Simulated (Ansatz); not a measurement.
Molecule: GeH, net charge 0, doublet state. 
Geometry from a B3LYP-D3(BJ)/def2-TZVP (Ansatz, an electronic-structure program) optimisation:
```xyz
2

Ge     0.0000     0.0000    -0.0487
H      0.0000     0.0000     1.5577
```
Charge 0, spin multiplicity 2.

Parts of the frozen-core correlation energy in cc-pVDZ (Ansatz, hartree). Frozen orbitals: 14; correlated occupied orbitals by spin: 3 and 2; virtual: 15 and 16. UHF or UKS for open shells. No spin-orbit coupling. Non-relativistic.

| term | value |
|---|---|
| reference (HF) | -2075.86258 |
| MP2 opposite-spin | -0.05351 |
| MP2 same-spin | -0.00722 |
| CCSD correlation | -0.08248 |
| (T) | -0.00141 |
| CCSDT minus CCSD(T) | -0.00044 |
| CCSDT(Q) minus CCSD(T) | -0.00047 |
| T1 diagnostic | 0.014 |
| largest doubles amplitude | 0.080 |
| <S^2> of the reference | 0.761 |
